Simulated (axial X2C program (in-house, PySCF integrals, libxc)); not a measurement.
## Pd: configurations by level of theory

Computed with an axial X2C code built on PySCF integrals, basis dyall-cv3z (cores contracted in-house), spin-free (one-electron X2C) and two-component (2c, atomic mean-field Coulomb and Gaunt terms). Energies in eV from the lowest row of each column (rows without correlated energies are left out; n/a marks j-coupled starts, which PBE0 does not hold); electrons by l are Mulliken totals of the Hartree–Fock solution, and PBE0 can relax to another configuration under the same block occupation. Coupled cluster uses truncated natural virtuals with an MP2 remainder. Frozen shells in the correlated columns: 4 s, 3 p, 1 d.

Spin-free determinants:

| electrons by l | M_S, M_L | HF | MP2 | CCSD(T) | PBE0 |
| --- | --- | --- | --- | --- | --- |
| s8 p18 d20 | 0, 0 | 0.08 | 0.00 | 0.00 | 0.00 |
| s9 p18 d19 | 1, 0 | 0.00 | 1.31 | 0.96 | 0.84 |
| s9 p18 d19 | 1, 1 | 0.09 | 1.36 | 1.00 | 0.89 |
| s9 p18 d19 | 1, 2 | 0.09 | 1.37 | 1.02 | 0.99 |
| s9 p18 d19 | 0, 1 | 0.29 | 1.58 | 1.17 | 1.11 |
| s9 p18 d19 | 0, 2 | 0.29 | 1.58 | 1.19 | 1.20 |

Two-component determinants:

| electrons by l | 2M_J | HF | MP2 | CCSD(T) | PBE0 |
| --- | --- | --- | --- | --- | --- |
| s8 p18 d20 | 0 | 0.17 | 0.00 | 0.00 | 0.00 |
| s9 p18 d19 | 2 | 0.00 | 1.22 | 0.85 | 0.80 |
| s9 p18 d19 | 6 | 0.03 | 1.21 | 0.86 | 0.83 |
| s9 p18 d19 | 4 | 0.05 | 1.23 | 0.87 | 0.78 |
| s9 p18 d19 | 2 | 0.18 | 1.36 | 0.97 | 0.96 |
| s9 p18 d19 | 4 | 0.23 | 1.42 | 1.04 | 1.04 |

Ground level as tabulated from the NIST Atomic Spectra Database (leading term): 2S+1 = 1, L = 0, J = 0.

Single determinants need not be terms or J levels, so several rows can belong to one term; PBE0 has no current term and treats spin collinearly, and Hartree–Fock breaks spherical symmetry, which spreads rows that should be degenerate. The search is wide but not exhaustive and can miss a configuration; gaps between s and d configurations can be off by some tenths of an eV with this basis and core.

The run took 5.2 min on 1 thread of Intel(R) Xeon(R) Processor @ 2.30GHz, on a shared host.
